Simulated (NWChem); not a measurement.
Species: C2H5BrSi; SMILES C=C[SiH2]Br

```xyz
9

Si    -0.8237    -0.5766    -0.0876
Br     0.2274     1.3838     0.2674
C      0.4278    -1.9145    -0.4511
C      0.5821    -2.9959     0.3399
H     -1.5955    -0.9366     1.1492
H     -1.7583    -0.3558    -1.2428
H      1.0607    -1.8152    -1.3524
H      1.3162    -3.7884     0.1128
H     -0.0194    -3.1389     1.2547
```
Atoms are numbered in this order, from 1.

Level: PBE-D3(BJ)/def2-SVP (NWChem), optimised geometry, unscaled harmonic frequencies. This build's default masses of Se (78.918 u) and Br (79.917 u) are each other's, which moves their modes by up to 0.6 %.

### Question
List the harmonic frequencies with IR intensities, and the thermochemistry.

### Answer
```csv
frequency (cm⁻¹),IR intensity (km/mol)
75,0.1
154,1.7
258,0.5
398,22.5
494,30.5
568,32.4
669,14.0
712,14.9
821,281.0
905,86.2
950,31.6
979,9.8
1000,7.6
1228,0.3
1371,14.7
1618,8.9
2169,80.0
2181,90.8
3052,9.7
3078,1.2
3145,5.5
```

```
Property                                                                           Result
-----------------------------------------------------------------------  ----------------
zero-point energy                                                           36.9 kcal/mol
thermal correction to the enthalpy at 298.15 K (with zero-point energy)     41.2 kcal/mol
heat capacity Cv                                                         19.8 cal/(mol K)
entropy at 298.15 K and 1 atm (symmetry number 1)                        79.6 cal/(mol K)
dipole moment                                                                      1.95 D
```

Rigid rotor and harmonic oscillator; modes under 100 cm⁻¹ make the entropy uncertain.
